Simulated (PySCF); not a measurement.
AlFH₂S. Atoms are numbered in the order given.

```xyz
5

Al    -0.5104     0.5898     0.0000
F      0.6086     1.8040     0.0000
H     -2.0371     0.9375     0.0000
S      0.2606    -1.4303     0.0000
H     -0.9740    -1.9556     0.0000
```

The structure is a stationary point at ωB97X-D3(BJ)/def2-TZVP. The values are those of a single conformer.

All values below come from C-PCM-B3LYP/def2-SVP in PySCF.

The values are the electrostatic part of the solvation free energy, E(continuum) − E(gas) at the gas-phase geometry, in a cavity of scaled van der Waals radii (PySCF's table); cavitation and dispersion terms are not included. A continuum can't describe solvent molecules that bind to the metal. In vacuum the orbital gap is 6.67 eV. The dipole moment in vacuum is 1.97 D.

Computed values in water (ε = 78.36), chlorobenzene (ε = 5.70), ethylethanoate (ε = 5.99):
```tsv
solvent	ε	ΔG(elec) (kcal/mol)	dipole (D)	gap (eV)
water	78.36	-6.5	2.43	6.96
chlorobenzene	5.70	-5.3	2.34	6.90
ethylethanoate	5.99	-5.3	2.34	6.91
```
